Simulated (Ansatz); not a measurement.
(Cl)3Ti-S-SiH3 (TiSiH3SCl3). Charge 0, multiplicity 1. Geometry relaxed at PBE-D4/def2-SVP.

```csv
atom,x (Å),y (Å),z (Å)
Ti1,0.694,1.447,0.187
Cl2,0.518,1.361,2.364
Cl3,2.349,0.178,-0.476
Cl4,0.903,3.496,-0.504
S5,-1.191,0.663,-0.766
Si6,-0.855,-1.441,-0.280
H7,-2.219,-2.053,-0.148
H8,-0.085,-2.084,-1.394
H9,-0.112,-1.567,1.018
```

Q: Estimate the harmonic wavenumbers at RKS PBE-D4/def2-SVP (Ansatz, unscaled). Is this a minimum?

A: 48, 83, 99, 107, 112, 125, 131, 159, 359, 448, 471, 481, 494, 588, 596, 873, 892, 902, 2174, 2191, 2196 cm⁻¹. Yes, no mode is imaginary beyond noise. Zero-point energy 80.9 kJ/mol. It took 64 s on 4 threads of Arm Neoverse V2 on a shared host.
